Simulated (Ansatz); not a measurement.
A series at In: from `[InH3]`, ligands are replaced one by one, each step taking up NH₃ and setting free H₂; n counts the steps. Ansatz, PBE0-D4/def2-TZVP geometries. Each molecule was computed in one conformer, which needn't be the lowest.

CBS adds triple-zeta CCSD(T) − MP2 to the MP2 limit, frozen cores; atoms without spin–orbit coupling. Elements past krypton have def2 core potentials. Outer-core shells of In are correlated without core-valence functions. Spin–orbit coupling is left out.

```
n                 molecule  atomization energy, CCSD(T)/CBS (kJ/mol)
0                 `[InH3]`                                     736.1
1            `[NH2][InH2]`                                    1535.0
2        `[NH2][InH][NH2]`                                         ?
3  `[NH2][In]([NH2])[NH2]`                                    3091.1
```

By hand: fit a straight line y = ȳ + b (n − n̄) to the 3 given rows and predict n = 2.

n̄ = 1.333, ȳ = 1787.40; Σ(n − n̄)(y − ȳ) = 3658.70, Σ(n − n̄)² = 4.667, so b = 783.95 kJ/mol a step. Prediction: 1787.40 + (783.95) × (0.667) = 2310.3 kJ/mol.

By hand: compare with the computed value, 2317.5 kJ/mol, and give the steps along the whole series.

The line misses by 7.2 kJ/mol (computed minus predicted). Steps: 798.9, 782.5, 773.6 kJ/mol.

The steps differ by up to 25.3 kJ/mol, small against a whole step but well beyond the method's doubt, so the ligands' effects don't simply add. The miss is 0.3 % of the series' range. The energies themselves are unsure by some kJ/mol a bond, though much of that is common to the series.
